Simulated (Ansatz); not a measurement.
Two members of one family (Diphenyliodonium salts), computed with Ansatz in the gas phase; def2 core potentials for I, no spin–orbit coupling. Binding counts from free atoms in the multiplicity of their measured ground term, without zero-point energy. Sets without diffuse functions give affinities that are too small. A dash marks a value that wasn't run or was left out as unsound. The structures are stationary points that may keep the symmetry of their start. Remarks come from the PBE and PBE0 runs and from stability tests at other levels; not every state was tested. A HOMO above zero means that the electron is unbound at that level and held by the basis, or that self-interaction error raises the level; the energy of removing that electron tells which. HOMO above LUMO (over both spins in singlets and doublets, within one spin in higher multiplets; at PBE or PBE0), or a gap under 0.15 eV within one spin, warns that the state may not be the lowest or that an electron is smeared out.

First: diphenyliodonium iodide (singlet, charge 0, PBE-D4/def2-SVP geometry).

Cartesian coordinates in Å:
```
I -1.217 0.448 2.421
C 2.693 -3.616 2.025
C 3.245 -2.826 1.005
C 2.451 -1.870 0.342
C 1.118 -1.745 0.733
I -0.105 -0.396 -0.578
C -1.165 1.525 -1.080
C -0.533 2.263 -2.081
C -1.205 3.394 -2.586
C -2.465 3.749 -2.082
C -3.065 2.981 -1.069
C -2.405 1.856 -0.544
C 0.541 -2.500 1.751
C 1.346 -3.458 2.393
H 3.320 -4.356 2.544
H 4.304 -2.938 0.725
H 2.879 -1.244 -0.457
H 0.459 1.981 -2.468
H -0.725 4.003 -3.369
H -2.981 4.638 -2.474
H -4.055 3.257 -0.675
H -2.842 1.266 0.278
H -0.505 -2.335 2.056
H 0.911 -4.079 3.191
```

```csv
level,HOMO (eV),LUMO (eV),gap (eV),vertical IE (eV),vertical EA (eV),vertical triplet (eV),binding per atom (eV)
PBE-D4/def2-SVP,-5.10,-4.28,0.83,7.53,2.17,0.86,4.96
PBE-D4/def2-TZVP,-5.25,-4.31,0.93,–,–,–,4.90
r2SCAN-D4/def2-TZVP,-5.45,-4.35,1.10,–,–,–,4.73
PBE0-D4/def2-SVP,-6.16,-3.80,2.35,7.61,2.46,0.60,4.83
PBE0-D4/def2-TZVP,-6.24,-3.79,2.45,–,–,–,4.77
```

Remarks: restricted SCF unstable in HF, gap within one spin near zero at PBE or PBE0 (+1 doublet), HOMO above zero (-1 doublet).

Second: diphenyliodonium hydroxide (singlet, charge 0, PBE-D4/def2-SVP geometry).

```xyz
25

O     1.3986    0.0139   -0.8463
H     1.4011    0.9641   -1.0938
C    -2.6950   -0.1532   -4.2219
C    -3.3630    0.1600   -3.0269
C    -2.6528    0.1856   -1.8141
C    -1.2828   -0.1038   -1.8114
I    -0.4203   -0.1381    0.2711
C     1.0303   -0.0049    1.9884
C     0.3626    0.1010    3.2137
C     1.1090    0.1520    4.4054
C     2.5111    0.0978    4.3529
C     3.1650   -0.0090    3.1148
C     2.4262   -0.0618    1.9185
C    -0.6018   -0.4161   -2.9939
C    -1.3205   -0.4412   -4.2028
H    -3.2482   -0.1711   -5.1723
H    -4.4398    0.3918   -3.0380
H    -3.1797    0.4350   -0.8747
H    -0.7412    0.1460    3.2553
H     0.5909    0.2376    5.3726
H     3.0961    0.1391    5.2846
H     4.2654   -0.0538    3.0756
H     2.9119   -0.1452    0.9380
H     0.4738   -0.6354   -2.9549
H    -0.7970   -0.6904   -5.1398
```

What does the change do? Estimate second minus first.


```tsv
level	Δ HOMO (eV)	Δ LUMO (eV)	Δ gap (eV)	Δ vertical IE (eV)	Δ vertical EA (eV)	Δ vertical triplet (eV)	Δ binding per atom (eV)
PBE-D4/def2-SVP	-0.30	1.28	1.58	0.17	-1.56	1.18	0.02
PBE-D4/def2-TZVP	-0.25	1.21	1.45	–	–	–	0.02
r2SCAN-D4/def2-TZVP	-0.21	1.31	1.53	–	–	–	0.02
PBE0-D4/def2-SVP	-0.27	1.56	1.83	0.29	-1.67	1.31	0.01
PBE0-D4/def2-TZVP	-0.24	1.46	1.69	–	–	–	0.01
```

Remarks: gap within one spin near zero at PBE or PBE0 (+1 doublet), HOMO above zero (-1 doublet).
